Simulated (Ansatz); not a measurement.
Compare A (`C=[C]1[AlH][CH]1F`) with its isomer B (`F[C]1=C[CH2][AlH]1`).

Gas-phase electronic energies from Ansatz, PBE0-D4/def2-TZVP geometries. CCSD(T)/CBS adds triple-zeta CCSD(T) − MP2 to the extrapolated MP2 energy (def2 sets, frozen cores). DFT in def2-TZVPP. B3LYP here is the variant with VWN-RPA as its local correlation; programs differ in this.

Question: Which isomer does CCSD(T)/CBS put lower? Give the gap. (Estimate.)

Answer: The calculation gave: B, by 141.4 kJ/mol.

Question: Give E(B) − E(A) in kJ/mol with r2SCAN-D4, PBE0-D4, CCSD(T)/def2-SVP, B3LYP, HF/def2-TZVPP, BLYP-D4, B2PLYP. (Estimate.)

Answer: Ansatz gave: r2SCAN-D4 -132.3, PBE0-D4 -140.8, CCSD(T)/def2-SVP -142.2, B3LYP -132.5, HF/def2-TZVPP -160.2, BLYP-D4 -119.2, B2PLYP -138.0. None reverses the order clearly.

Question: Does the order hold for the free energy at 298.15 K (harmonic terms from PBE0-D4)? (Best estimate.)

Answer: Computed: Yes: G(B) − G(A) = -137.8 kJ/mol.

Largest T1 diagnostic: 0.014.

From BLYP to BHLYP (50 % exact exchange), in def2-TZVPP and without D4, E(B) − E(A) moves by −26.9 kJ/mol. In def2-TZVPP, CCSD(T) changes the Hartree–Fock value by +17.0 kJ/mol (the triples alone add +4.1 kJ/mol) and MP2 by +14.6 kJ/mol.
